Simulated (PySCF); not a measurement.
HNaO, singlet, geometry from GFN2-xTB (such geometries of metal compounds can be far from the true shape). Base run: TPSS/def2-SV(P) (PySCF).

Here is a job for PySCF.
```python
from pyscf import gto, scf, dft

mol = gto.M(
    atom='''
Na   -0.60708701   -0.34567032   -0.49916222
O     0.68596288    0.34473088    0.56471073
H     1.19025406    1.04452643    0.97309857
''',
    basis='def2-sv(p)',
    verbose=4,
)

mf = dft.RKS(mol)
mf.xc = 'tpss'
mf.kernel()
mf.analyze()
```

Each row names what was changed in the base input (with any setting that the change needs).

```
change                             ΔE vs base (mEh)  fitting functions  dipole (D)        outcome
---------------------------------  ----------------  -----------------  ----------  -------------
base                                          0.000                  -        5.15      converged
auxbasis = cc-pvtz-ri                        -1.694                233        5.15      converged
auxbasis = cc-pvqz-jkfit                          -                  -           -  input refused
auxbasis = even-tempered beta=3.0            -0.426                200        5.15      converged
auxbasis = def2-tzvp-ri                           ?                  ?        5.15      converged
auxbasis = cc-pvtz-jkfit                          -                  -           -  input refused
auxbasis = cc-pvdz-jkfit                          -                  -           -  input refused
auxbasis = autoaux                           -0.115                282        5.15      converged
auxbasis = even-tempered beta=1.6            -0.025                431        5.15      converged
auxbasis = def2-svp-ri                            ?                  ?        5.15      converged
```

**Question.** What belongs in the gaps?

**Answer.** 
- auxbasis = def2-tzvp-ri, ΔE vs base (mEh): -3.731
- auxbasis = def2-tzvp-ri, fitting functions: 190
- auxbasis = def2-svp-ri, ΔE vs base (mEh): -12.392
- auxbasis = def2-svp-ri, fitting functions: 113

A fitting set is made for a task (jfit for Coulomb, jkfit for Coulomb and exchange, ri for correlation) and for a family of orbital bases.

- auxbasis = cc-pvqz-jkfit: ended with `pyscf.lib.exceptions.BasisNotFoundError: Basis set not found for Na in cc-pvqz-jkfit`
- auxbasis = cc-pvtz-jkfit: ended with `pyscf.lib.exceptions.BasisNotFoundError: Basis set not found for Na in cc-pvtz-jkfit`
- auxbasis = cc-pvdz-jkfit: ended with `pyscf.lib.exceptions.BasisNotFoundError: Basis set not found for Na in cc-pvdz-jkfit`
